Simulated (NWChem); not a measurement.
System: CH5ClOSi2; SMILES Cl[Si@@H]([SiH3])C=O

Here is an NWChem input.

```
start job
memory heap 200 mb stack 900 mb global 1100 mb
geometry units angstroms noautosym nocenter noautoz
  O      1.967779     1.803228    -0.008708
  C      1.715748     0.652893     0.245577
  Si     0.123541    -0.146774    -0.506507
  Si    -1.767906     1.073961     0.151000
  Cl    -0.035300    -2.101979     0.189122
  H      2.386709     0.043746     0.912994
  H      0.300004    -0.178184    -1.987515
  H     -1.649015     2.478268    -0.341482
  H     -1.849954     1.064641     1.641891
  H     -2.990268     0.435656    -0.421482
end
basis spherical
  O library 6-31g*
  C library 6-31g*
  Si library 6-31g*
  Cl library 6-31g*
  H library 6-31g*
end
dft
  xc xpbe96 cpbe96
  iterations 150
end
cosmo
  do_cosmo_smd true
  solvent water
end
task dft energy
```

Excerpt of the output:

```
             Northwest Computational Chemistry Package (NWChem) 7.3.0
             --------------------------------------------------------

                             Geometry "geometry" -> ""
                             -------------------------

 Output coordinates in angstroms (scale by  1.889725989 to convert to a.u.)

  No.       Tag          Charge          X              Y              Z
 ---- ---------------- ---------- -------------- -------------- --------------
    1 O                    8.0000     1.96777900     1.80322800    -0.00870800
    2 C                    6.0000     1.71574800     0.65289300     0.24557700
    3 Si                  14.0000     0.12354100    -0.14677400    -0.50650700
    4 Si                  14.0000    -1.76790600     1.07396100     0.15100000
    5 Cl                  17.0000    -0.03530000    -2.10197900     0.18912200
    6 H                    1.0000     2.38670900     0.04374600     0.91299400
    7 H                    1.0000     0.30000400    -0.17818400    -1.98751500
    8 H                    1.0000    -1.64901500     2.47826800    -0.34148200
    9 H                    1.0000    -1.84995400     1.06464100     1.64189100
   10 H                    1.0000    -2.99026800     0.43565600    -0.42148200

 Effective nuclear repulsion energy (a.u.)     326.4599884063

  pbe96 is a nonlocal functional; adding pw91lda local functional.

                                 NWChem DFT Module
                                 -----------------

 Summary of "ao basis" -> "ao basis" (spherical)
 ------------------------------------------------------------------------------
       Tag                 Description            Shells   Functions and Types
 ---------------- ------------------------------  ------  ---------------------
 O                           6-31g*                  6       14   3s2p1d
 C                           6-31g*                  6       14   3s2p1d
 Si                          6-31g*                  8       18   4s3p1d
 Cl                          6-31g*                  8       18   4s3p1d
 H                           6-31g*                  2        2   2s

 in cosmo_initialize ...
 calling solv_data for solv:h2o

 solvent parameters
 solvname_short: h2o
 solvname_long:  water
 dielec:       78.4000
 dielecinf:     1.7769
 aqueous SMD model solvent descriptors
 dielec:       78.4000
 sola:          0.8200

[...]

                                COSMO-SMD solvation results
                                ---------------------------

             internal energy in gas <Psi(g)|H|Psi(g)> =     -1154.852774943051
         internal energy in solvent <Psi(s)|H|Psi(s)> =     -1154.851482488968
                               delta internal energy  =         0.001292454083 (    0.81 kcal/mol)
   total free energy in solvent <Psi(s)|H+V/2|Psi(s)> =     -1154.859033257771
 polarization energy contribution <Psi(s)|V/2|Psi(s)> =        -0.007550768803 (   -4.74 kcal/mol)
    total free energy in solvent including G(SMD-CDS) =     -1154.850829889336
                       G(SMD-CDS) energy contribution =         0.008203368436 (    5.15 kcal/mol)
     1 M fixed-concentration free energy of solvation =         0.001945053716 (    1.22 kcal/mol)

                       DFT Final Molecular Orbital Analysis
                       ------------------------------------

 Vector   30  Occ=2.000000D+00  E=-2.953637D-01
              MO Center=  8.5D-02, -1.6D+00,  9.4D-02, r^2= 2.8D+00
   Bfn.  Coefficient  Atom+Function         Bfn.  Coefficient  Atom+Function
  ----- ------------  ---------------      ----- ------------  ---------------
    73      0.515046   5 Cl pz               71      0.429944   5 Cl px
    77      0.276171   5 Cl pz               75      0.235224   5 Cl px
    69     -0.202284   5 Cl pz               67     -0.169043   5 Cl px
    20     -0.136666   2 C  s                86      0.116917   7 H  s
     3      0.100579   1 O  px                5      0.094474   1 O  pz

 Vector   31  Occ=2.000000D+00  E=-2.624311D-01
              MO Center= -4.1D-01, -3.6D-01, -1.7D-01, r^2= 4.6D+00
   Bfn.  Coefficient  Atom+Function         Bfn.  Coefficient  Atom+Function
  ----- ------------  ---------------      ----- ------------  ---------------
    71      0.292780   5 Cl px               73     -0.274437   5 Cl pz
    53      0.257455   4 Si px               72     -0.217526   5 Cl py
    86     -0.196997   7 H  s                35     -0.192496   3 Si px
    37      0.188409   3 Si pz               54     -0.180337   4 Si py
    75      0.174790   5 Cl px               77     -0.163015   5 Cl pz

 Vector   32  Occ=2.000000D+00  E=-2.080643D-01
              MO Center=  1.5D+00,  9.5D-01,  6.4D-02, r^2= 3.1D+00
   Bfn.  Coefficient  Atom+Function         Bfn.  Coefficient  Atom+Function
  ----- ------------  ---------------      ----- ------------  ---------------
     3      0.421750   1 O  px                7      0.320096   1 O  px
     5      0.288135   1 O  pz               84     -0.274438   6 H  s
    35      0.272407   3 Si px                9      0.215745   1 O  pz
    83     -0.186705   6 H  s                17     -0.180350   2 C  px
    34      0.175107   3 Si s                20      0.145285   2 C  s

 Vector   33  Occ=0.000000D+00  E=-9.896373D-02
              MO Center=  1.4D+00,  8.7D-01,  6.1D-02, r^2= 2.6D+00
   Bfn.  Coefficient  Atom+Function         Bfn.  Coefficient  Atom+Function
  ----- ------------  ---------------      ----- ------------  ---------------
    56      0.435215   4 Si s                19     -0.381294   2 C  pz
    23     -0.358322   2 C  pz                5      0.340944   1 O  pz
     9      0.328330   1 O  pz               38     -0.314714   3 Si s
    39      0.257094   3 Si px               86     -0.252944   7 H  s
    41     -0.245922   3 Si pz               17      0.237847   2 C  px

[...]
```

Level: PBE/6-31G* (spherical d), SMD on the gas-phase geometry. The geometry was optimised at PBE0/def2-SVP. Solvent: water.
